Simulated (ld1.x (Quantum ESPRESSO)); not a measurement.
An all-electron radial function and its pseudo partner (thallium)

Columns: radius, all-electron u(r) and pseudo u(r) of the 6s shell (level -25.37 eV) of thallium in the configuration [Xe] 4f14 5d10 6s1 6p0; PBE, scalar-relativistic, RRKJ scheme, ld1.x (Quantum ESPRESSO) 7.5.

| r (bohr) | all-electron | pseudo |
| --- | --- | --- |
| 0.108 | 0.1450 | -0.0170 |
| 0.215 | -0.0681 | -0.0346 |
| 0.322 | -0.2495 | -0.0538 |
| 0.430 | -0.0418 | -0.0758 |
| 0.538 | 0.2269 | -0.1014 |
| 0.645 | 0.3725 | -0.1314 |
| 0.752 | 0.3769 | -0.1673 |
| 0.860 | 0.2770 | -0.2106 |
| 0.968 | 0.1201 | -0.2622 |
| 1.075 | -0.0543 | -0.3220 |
| 1.182 | -0.2236 | -0.3899 |
| 1.290 | -0.3756 | -0.4648 |
| 1.398 | -0.5024 | -0.5421 |
| 1.505 | -0.6018 | -0.6154 |
| 1.612 | -0.6761 | -0.6791 |
| 1.720 | -0.7281 | -0.7284 |
| 1.828 | -0.7599 | -0.7599 |
| 1.935 | -0.7746 | -0.7746 |
| 2.042 | -0.7756 | -0.7756 |
| 2.150 | -0.7653 | -0.7653 |
| 2.258 | -0.7462 | -0.7462 |
| 2.365 | -0.7206 | -0.7206 |
| 2.472 | -0.6901 | -0.6901 |
| 2.580 | -0.6560 | -0.6560 |
| 2.688 | -0.6197 | -0.6197 |
| 2.795 | -0.5826 | -0.5826 |

Question: How many radial nodes do the two functions have?

Answer: The all-electron 6s function has n − l − 1 = 5 (the table is too coarse to show those close to the nucleus); the pseudo-wave has 0, since the states of the same l below it are removed with the core.

Question: At about which radius was the pseudo-wave matched?

Answer: 1.90 bohr. The columns agree to 0.0005 from 1.72 bohr on; several derivatives are matched, so the curves merge somewhat inside the radius.

Question: Is the pseudo-wave norm-conserving?

Answer: Yes: the RRKJ scheme keeps the norm inside the radius equal to the all-electron one, which fixes the energy derivative of the logarithmic derivative at the level.
